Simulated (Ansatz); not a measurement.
Geometry optimisation, RKS r2SCAN/def2-SVP in Ansatz 0.2.0.

Input:

```yaml
crystal:
  periodic: [false, false, false]
  atoms:
    - { symbol: C, position_ang: [-1.5509, 0.0398, -0.0072] }
    - { symbol: O, position_ang: [-0.7283, -0.6255, -0.8633] }
    - { symbol: Si, position_ang: [0.883, -0.3172, -0.399] }
    - { symbol: "N", position_ang: [1.2612, -0.7799, 1.3182] }
    - { symbol: Se, position_ang: [1.4597, 1.8731, -0.6986] }
    - { symbol: H, position_ang: [-1.4131, 1.1969, -0.0554] }
    - { symbol: H, position_ang: [-2.6098, -0.0774, -0.372] }
    - { symbol: H, position_ang: [-1.5119, -0.2777, 1.0183] }
    - { symbol: H, position_ang: [1.8047, -1.1088, -1.1955] }
    - { symbol: H, position_ang: [1.94573, -1.6271, 1.23652] }
    - { symbol: H, position_ang: [1.94213, -0.00975, 1.68762] }
    - { symbol: H, position_ang: [1.0862, 1.797, -2.147] }
basis:
  gaussian: { orbitals: def2-SVP }
hamiltonian:
  xc: r2scan
relax:
  f_tol: 0.015
  max_steps: 40
output:
  orbitals: {}
```

Command:

```bash
$ ansatz run input.yaml --threads 2 --pin off --max-ram 3072MiB --backend cpu --events-out ev --progress --plain --runs-dir out
```

Question: Where does it end, and by what steps?

Answer: The forces met the threshold. After 13 steps the energy has fallen by 0.869 eV; H12 moved furthest, 0.53 Å.

```json
{"step": "0", "energy less start (eV)": "0.0000", "largest force component (eV/Å)": "3.176", "accepted": "yes"}
{"step": "1", "energy less start (eV)": "-0.5530", "largest force component (eV/Å)": "1.505", "accepted": "yes"}
{"step": "2", "energy less start (eV)": "-0.7110", "largest force component (eV/Å)": "0.946", "accepted": "yes"}
{"step": "3", "energy less start (eV)": "-0.7005", "largest force component (eV/Å)": "1.237", "accepted": "no"}
{"step": "4", "energy less start (eV)": "-0.7986", "largest force component (eV/Å)": "0.393", "accepted": "yes"}
{"step": "5", "energy less start (eV)": "-0.8236", "largest force component (eV/Å)": "0.143", "accepted": "yes"}
{"step": "6", "energy less start (eV)": "-0.8439", "largest force component (eV/Å)": "0.651", "accepted": "yes"}
{"step": "7", "energy less start (eV)": "-0.8493", "largest force component (eV/Å)": "0.217", "accepted": "yes"}
{"step": "8", "energy less start (eV)": "-0.8611", "largest force component (eV/Å)": "0.201", "accepted": "yes"}
{"step": "9", "energy less start (eV)": "-0.8562", "largest force component (eV/Å)": "0.837", "accepted": "no"}
{"step": "10", "energy less start (eV)": "-0.8673", "largest force component (eV/Å)": "0.058", "accepted": "yes"}
{"step": "11", "energy less start (eV)": "-0.8683", "largest force component (eV/Å)": "0.118", "accepted": "yes"}
{"step": "12", "energy less start (eV)": "-0.8686", "largest force component (eV/Å)": "0.049", "accepted": "yes"}
{"step": "13", "energy less start (eV)": "-0.8687", "largest force component (eV/Å)": "0.011", "accepted": "yes"}
```

```xyz
12
Properties=species:S:1:pos:R:3
C -1.556 0.121 -0.036
O -0.549 -0.544 -0.767
Si 1.084 -0.388 -0.477
N 1.649 -0.712 1.108
Se 1.701 1.793 -0.818
H -1.512 1.216 -0.182
H -2.537 -0.237 -0.386
H -1.477 -0.083 1.048
H 1.688 -1.368 -1.410
H 1.827 -1.657 1.435
H 1.566 -0.048 1.870
H 0.685 1.990 -1.864
```

Whether the end is a true minimum wasn't checked by a vibrational analysis.

The run took 68 s on 2 threads of Arm Neoverse V2 (shared host), peak memory 0.21 GiB.
